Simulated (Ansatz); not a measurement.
Ideal-gas functions of CH4Al2O2, SMILES `O[CH]1[AlH][Al]1[OH]` at 400 K and 1 bar, from an Ansatz frequency run at PBE0-D4/def2-TZVP.

Molar mass 102.0 g/mol, point group C1 (symmetry number 1), electronic degeneracy 1, moments of inertia 118.355, 236.44, 349.465 u Å². Harmonic wavenumbers (cm⁻¹, unscaled): 106, 131, 211, 267, 277, 296, 345, 409, 459, 535, 594, 608, 650, 868, 1166, 1184, 1288, 1877, 2395, 3839, 3959.

Use S(trans) = R[1.5 ln M + 2.5 ln T − 1.1517]; rotational temperatures θ = 24.2544 K / I; S(rot) = R[ln(√π/σ · √(T³/θAθBθC)) + 1.5]; for each mode x = 1.438777 ν̃/T, S = R[x/(eˣ − 1) − ln(1 − e⁻ˣ)] and H = RT x/(eˣ − 1); 1 cm⁻¹ = 0.0119627 kJ/mol; R = 8.31446 J/(mol·K).

By hand: the entropy, in J/(mol·K).

Translation 172.6. Rotation: θ = 0.2049, 0.1026, 0.0694 K, giving 119.1. Vibration, mode by mode: 16.38, 14.65, 10.80, 8.96, 8.68, 8.18, 7.03, 5.82, 5.03, 4.05, 3.42, 3.29, 2.92, 1.57, 0.66, 0.63, 0.46, 0.08, 0.01, 0.00, 0.00, in all 102.6. Electronic 0.0. Sum 394.3 J/(mol·K).

By hand: H − E and G − E in kJ/mol, counted from the electronic energy.

Zero-point energy ½ × 21464 × 0.0119627 = 128.4; thermal vibration 22.7; translation, rotation and pV give 4 RT = 13.3. H − E = 164.4 kJ/mol, and G − E = 164.4 − 400 × 394.3/1000 = 6.7 kJ/mol.

Vibration gives 26 % of the entropy, 31.0 J/(mol·K) of it from the modes under 150 cm⁻¹: soft modes count most, and the harmonic formula is weakest for them. The sum counts one conformer and one mirror image; others add a mixing term.
